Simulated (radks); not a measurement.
Question: The potassium ion K9+ is in [Ne]. All-electron calculation, scalar-relativistic Kohn-Sham, LDA (Slater exchange, Perdew-Wang correlation), spin-polarised, spherical densities, finite nucleus; Fermi nuclear charge, rms radius of each element as measured or else 0.836 A^(1/3) + 0.57 fm. Program: a radial shooting solver on a logarithmic mesh with Libxc functionals. Open shells are filled with parallel spins first. One electron is removed from 2p, 2s, 1s in turn, with full relaxation. Which removal costs least, and what does each cost?

Answer: 2p 504.28 eV; 2s 571.81 eV; 1s 3819.0 eV. The 2p electron leaves first.
